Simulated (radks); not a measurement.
Fractional charge and spin in the 4s shell of nickel: the spin-up occupation runs from 0 to 1 and the spin-down occupation from 0 to 1; the fullest corner is Ni, [Ar] 3d(up 4, down 4) 4s(up 1, down 1). Calculated with a radial shooting solver on a logarithmic mesh with Libxc functionals: scalar-relativistic Kohn-Sham, r2SCAN, spin-polarised, spherical densities, finite nucleus; meta-GGA in the generalised Kohn-Sham scheme; Fermi nuclear charge, rms radius of each element as measured or else 0.836 A^(1/3) + 0.57 fm. Energy (eV) minus the two flat planes that join the four corners (they meet along the diagonal where the two added fractions sum to one electron); zero is where a piecewise linear energy would lie.

down \ up,0,0.25,0.5,0.75,1
0,0.000,-0.631,-0.848,-0.638,0.000
0.25,-0.631,-0.690,-0.340,0.420,-0.553
0.5,-0.848,-0.340,0.562,-0.292,-0.740
0.75,-0.638,0.420,-0.292,-0.621,-0.558
1,0.000,-0.553,-0.740,-0.558,0.000

Corners above the fullest one (they belong to Ni+ and the next ion): (up 1, down 0) 8.865 eV, (up 0, down 1) 8.865 eV, (up 0, down 0) 26.319 eV. With half an added electron in each spin the energy lies 0.562 eV from the planes, and with half an added electron in spin up alone -0.848 eV. The planes are only a guide here: the flat-plane condition holds for ground states with one frontier orbital, while other shells are open and held unpolarised.
